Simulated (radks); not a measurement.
All-electron atom: the holmium ion Ho4+ in [Xe] 4f8 5f1 (not the ground configuration).

Method: scalar-relativistic Kohn-Sham, PBEsol, spin-unpolarised, spherical densities, finite nucleus; Fermi nuclear charge, rms radius 5.2022 fm; computed with a radial shooting solver on a logarithmic mesh with Libxc functionals.

Energy parts (hartree):
| part | energy |
|---|---|
| total | -12606.1385 |
| kinetic | 13630.7209 |
| electron-nucleus | -30739.9095 |
| Hartree | 4766.4342 |
| exchange-correlation | -263.3842 |

Orbitals (lengths in bohr, moments of r in powers of bohr; <r^-3> diverges for s and p1/2; r(90%) holds 90 % of the orbital's charge):
\begin{tabular}{lrrrrrr}
orbital & occ. & eigenvalue (hartree) & <r> & <r^2> & <r^-3> & r(90%) \\ \hline
1s & 2 & -2040.831 & 0.02075 & 0.0005886 & - & 0.0376 \\
2s & 2 & -343.5552 & 0.08813 & 0.009176 & - & 0.136 \\
2p & 6 & -304.7248 & 0.07809 & 0.007445 & 13540 & 0.127 \\
3s & 2 & -78.82460 & 0.2300 & 0.06045 & - & 0.337 \\
3p & 6 & -66.95613 & 0.2290 & 0.06077 & 2897 & 0.343 \\
3d & 10 & -51.87255 & 0.2080 & 0.05077 & 386.1 & 0.324 \\
4s & 2 & -17.63783 & 0.5168 & 0.3014 & - & 0.742 \\
4p & 6 & -13.70970 & 0.5468 & 0.3399 & 661.7 & 0.794 \\
4d & 10 & -8.39737 & 0.5885 & 0.4011 & 74.85 & 0.882 \\
4f & 8 & -2.55055 & 0.7122 & 0.6306 & 11.74 & 1.18 \\
5s & 2 & -3.92149 & 1.198 & 1.607 & - & 1.71 \\
5p & 6 & -2.89269 & 1.359 & 2.076 & 107.1 & 1.96 \\
5d & 0 & -1.61428 & 1.773 & 3.578 & 8.121 & 2.62 \\
5f & 1 & -0.70419 & 3.304 & 12.38 & 0.5189 & 4.88 \\
6s & 0 & -1.34596 & 2.659 & 7.861 & - & 3.75 \\
\end{tabular}

The highest occupied level is 5f at -19.162 eV. The configuration is held as typed, so some empty levels lie below it. The electron density at the nucleus is 8.463e+05 e/bohr^3 (large components only). Summed over all electrons, <r^2> = 40.80 bohr^2, which gives a Langevin (diamagnetic) susceptibility term of -32.3 x 10^-6 cm^3/mol.
